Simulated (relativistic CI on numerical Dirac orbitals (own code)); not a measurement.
# Ligand-field terms of d7

Computed with a parametric ligand-field model of a d^n configuration (Racah B and C, spin-orbit zeta, crystal field), exact diagonalisation.

Field parameters in Wybourne normalisation: D3d B²₀ = −7Dσ, B⁴₀ = −14Dq − 21Dτ, B⁴₃ = −14√(10/7) Dq; D4h B²₀ = −7Ds, B⁴₀ = 21(Dq − Dt), B⁴₄ = 21√(5/14) Dq; Oh B⁴₀ = 21Dq, B⁴₄ = √(5/14) B⁴₀. The field is a parameter set, without covalency.

(1) Ground term and bands for B = 330, C = 1180, ζ = 0 cm⁻¹, Oh, 10Dq = 8500 cm⁻¹?

(2) Ground term and bands for B = 540, C = 2280, ζ = 0 cm⁻¹, Oh, 10Dq = 31850 cm⁻¹?

(3) Ground term and bands for B = 740, C = 3460, ζ = 0 cm⁻¹, D3d, 10Dq = 29600, Dσ = -690, Dτ = -400 cm⁻¹?

(4) Ground term and bands for B = 640, C = 3030, ζ = 0 cm⁻¹, D3d, 10Dq = 8750, Dσ = 580, Dτ = -230 cm⁻¹?

(5) Ground term and bands for B = 740, C = 3740, ζ = 0 cm⁻¹, D4h, 10Dq = 37450, Ds = -1500, Dt = 450 cm⁻¹?

Answers

(1) Ground term 2E with 1.03 electrons in the two orbitals of the cubic e set. Spin-allowed: 2T1 7702 cm⁻¹ (1298 nm), 2T2 7926 cm⁻¹ (1262 nm), 2T1 9852 cm⁻¹ (1015 nm), 2T2 14085 cm⁻¹ (710 nm). Lowest spin-forbidden: 4T1 2568 cm⁻¹, 4T2 10410 cm⁻¹ (961 nm), 4T1 14702 cm⁻¹ (680 nm).

(2) Ground term 2E with 1.01 electrons in the two orbitals of the cubic e set. Spin-allowed: 2T1 30001 cm⁻¹ (333 nm), 2T2 30582 cm⁻¹ (327 nm), 2T1 33932 cm⁻¹ (295 nm), 2T2 43385 cm⁻¹ (230 nm). Lowest spin-forbidden: 4T1 20758 cm⁻¹ (482 nm), 4T2 51272 cm⁻¹ (195 nm), 4T1 58036 cm⁻¹ (172 nm).

(3) Ground term 2E with 1.03 electrons in the two orbitals of the cubic e set. Spin-allowed: 2A2 23032 cm⁻¹ (434 nm), 2E 24364 cm⁻¹ (410 nm), 2A1 26876 cm⁻¹ (372 nm), 2E 27313 cm⁻¹ (366 nm). Lowest spin-forbidden: 4A2 8591 cm⁻¹ (1164 nm), 4E 13271 cm⁻¹ (754 nm), 4A1 36518 cm⁻¹ (274 nm).

(4) Ground term 4A2 with 2.13 electrons in the two orbitals of the cubic e set. Spin-allowed: 4E 1235 cm⁻¹, 4A1 8017 cm⁻¹ (1247 nm), 4E 8031 cm⁻¹ (1245 nm), 4A2 14764 cm⁻¹ (677 nm). Lowest spin-forbidden: 2E 6718 cm⁻¹ (1488 nm), 2A2 12949 cm⁻¹ (772 nm), 2E 13183 cm⁻¹ (759 nm).

(5) Ground term 2B1 with 1.02 electrons in the two orbitals of the cubic e set. Spin-allowed: 2A1 3630 cm⁻¹ (2755 nm), 2E 31282 cm⁻¹ (320 nm), 2E 33665 cm⁻¹ (297 nm), 2B2 36160 cm⁻¹ (277 nm). Lowest spin-forbidden: 4E 17021 cm⁻¹ (587 nm), 4A2 23558 cm⁻¹ (424 nm), 4B2 49669 cm⁻¹ (201 nm).
